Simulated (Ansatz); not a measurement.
Ansatz results at the PBE0-D4/def2-TZVP geometry: HOMO energy (PBE/def2-TZVPP) -6.56 eV; size of the dipole moment (PBE/def2-TZVPP) 2.88 D; HOMO energy (PBE0/def2-TZVPP) -7.72 eV.

Each molecule was computed in one conformer, which needn't be the lowest.

Task: Which molecule gave them?
A. `O=C=[N][Zr]([Cl])([Cl])[N]=C=O`
B. `[NH2][Zr]([F])([Cl])[I]`
C. `C[NH][Zr]([NH]C)([NH]C)[NH]C`
D. `C[O][Zr]([OH])([O]C(C)C)[N](C)C`

Result: B. The others give `C[NH][Zr]([NH]C)([NH]C)[NH]C`: -4.76, 0.40, -6.04; `C[O][Zr]([OH])([O]C(C)C)[N](C)C`: -4.72, 0.12, -5.98; `O=C=[N][Zr]([Cl])([Cl])[N]=C=O`: -7.82, 0.13, -9.19.
